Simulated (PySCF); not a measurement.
PySCF 2.14 output of an unrestricted MN15 calculation on a single atom or ion in def2-QZVPPD with the def2 core potential (28 electrons) (7s5p4d3f2g, 81 functions), with a scalar-relativistic core potential:

```
SCF conv_tol = 1e-09
number electrons alpha = 9  beta = 4
    H. S. Yu, X. He, S. L. Li, and D. G. Truhlar.,  Chem. Sci. 7, 5032-5051 (2016)
    H. S. Yu, X. He, S. L. Li, and D. G. Truhlar.,  Chem. Sci. 7, 5032-5051 (2016)
cycle= 1 E= -56.6621907748429  delta_E= -0.00309  |g|= 0.0429  |ddm|= 0.21
cycle= 2 E= -56.6622597639784  delta_E= -6.9e-05  |g|= 0.0417  |ddm|= 0.0638
cycle= 3 E= -56.6629909453717  delta_E= -0.000731  |g|= 0.000519  |ddm|= 0.0286
cycle= 4 E= -56.6629910555411  delta_E= -1.1e-07  |g|= 0.000166  |ddm|= 0.001
cycle= 5 E= -56.66299106856  delta_E= -1.3e-08  |g|= 6.82e-06  |ddm|= 0.000153
cycle= 6 E= -56.6629910686083  delta_E= -4.83e-11  |g|= 3.35e-07  |ddm|= 1.98e-05
converged SCF energy = -56.6629910686083  <S^2> = 8.7519244  2S+1 = 6.0006414
```

The run itself started from symmetry-adapted Hartree-Fock orbitals and held the occupation by maximum overlap, on a logarithmic radial grid, so the iterations belong to that start.

Which element, charge and spin multiplicity is this?

Nb (niobium, neutral), multiplicity 6; the state was [Kr] 4d5, high-spin 6S determinant (an excited configuration).

Energies and moments cover only the electrons outside the core potential.
